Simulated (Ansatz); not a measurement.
The cluster WO3, relaxed as a singlet with RKS PBE0-D4/def2-TZVP in Ansatz, starting from the GFN1-xTB geometry. Force threshold 0.02 eV/Å.

In the def2 sets W takes a core potential; there is no spin–orbit coupling. The structure holds 1 bond(s) between oxygen atoms. The restricted singlet is unstable towards broken spin symmetry in Hartree–Fock (as tested in another run); at PBE0-D4/def2-TZVP this wasn't settled. The relaxation made no stability test and no search for a lower SCF solution. No other spin state of charge 0 was run. Another isomer (singlet) lies 5.83 eV lower at PBE0-D4/def2-TZVP; other spin states weren't run for this one.

Start:

Cartesian coordinates in Å:
```
W 0.220 -0.761 -0.280
O -0.955 2.011 0.178
O -0.485 0.810 -0.081
O 1.220 -2.060 0.183
```

```
        step  energy (eV)  largest force component (eV/Å)  SCF passes
           1   -7956.9714                           5.343          47
           2   -7957.7896                           3.266          42
           3   -7958.2550                           3.132          42
           4   -7958.6477                           1.063          44
           5   -7958.7692                           0.750          33
           6   -7958.7919                           0.436          33
7 (rejected)   -7958.7843                           0.520          35
           8   -7958.7953                           0.055          27
9 (rejected)   -7958.7952                           0.072          28
          10   -7958.7953                           0.002          29
```

Force components are those of the run's own axes.

End:

Cartesian coordinates in Å:
```
W 0.027 -0.935 -0.710
O -0.581 1.688 0.480
O -0.526 0.660 -0.262
O 1.080 -1.412 0.492
```

By distances, no bond broke or formed. The bond that changes most is O2–O3, from 1.31 to 1.27 Å (atoms count from 1).

No frequencies were taken in this run, so the end may be a saddle point.

Run time 9.5 s (4 threads of Arm Neoverse V2 on a shared host).
